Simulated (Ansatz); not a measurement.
Relaxation of Cl2F2H3PZr (9 atoms, charge 0, multiplicity 1), to a largest force component of 0.03 eV/Å in at most 50 steps.

The calculation used RKS PBE0-D4/def2-SVP (Ansatz 0.2.0).

```xyz
9
Properties=species:S:1:pos:R:3
Zr -0.044 -0.099 -0.061
F -0.097 -0.181 1.877
Cl 2.119 -0.304 -0.914
Cl -1.205 1.741 -0.907
F -0.976 -1.615 -0.652
P 1.772 2.782 1.553
H 2.937 1.963 1.654
H 1.686 2.625 0.137
H 0.884 1.706 1.847
```

Problem. Where does it end, and by what steps?

Solution. It converged. The force dipped under the threshold on the way, but the program's further checks kept it going. After 19 steps the energy has fallen by 0.095 eV; H8 moved furthest, 0.89 Å.

| step | energy less start (eV) | largest force component (eV/Å) | accepted |
| --- | --- | --- | --- |
| 0 | 0.0000 | 1.191 | yes |
| 1 | -0.0634 | 0.203 | yes |
| 2 | -0.0723 | 0.136 | yes |
| 3 | -0.0759 | 0.070 | yes |
| 4 | -0.0787 | 0.114 | yes |
| 5 | -0.0806 | 0.186 | yes |
| 6 | -0.0826 | 0.184 | yes |
| 7 | -0.0847 | 0.199 | yes |
| 8 | -0.0865 | 0.158 | yes |
| 9 | -0.0884 | 0.140 | yes |
| 10 | -0.0897 | 0.161 | yes |
| 11 | -0.0912 | 0.095 | yes |
| 12 | -0.0926 | 0.030 | yes |
| 13 | -0.0927 | 0.126 | yes |
| 14 | -0.0940 | 0.046 | yes |
| 15 | -0.0944 | 0.024 | yes |
| 16 | -0.0950 | 0.032 | yes |
| 17 | -0.0951 | 0.047 | yes |
| 18 | -0.0953 | 0.036 | yes |
| 19 | -0.0955 | 0.001 | yes |

```xyz
9
Properties=species:S:1:pos:R:3
Zr -0.049 -0.272 -0.139
F -0.251 -0.169 1.735
Cl 2.177 -0.679 -0.732
Cl -0.881 1.645 -1.189
F -1.074 -1.737 -0.722
P 2.076 2.881 1.665
H 2.735 1.839 0.943
H 1.133 3.129 0.620
H 1.210 1.978 2.353
```

Whether the end is a true minimum wasn't checked by a vibrational analysis.

The run took 60 s on 4 threads of Arm Neoverse V2 (shared host), peak memory 0.36 GiB.
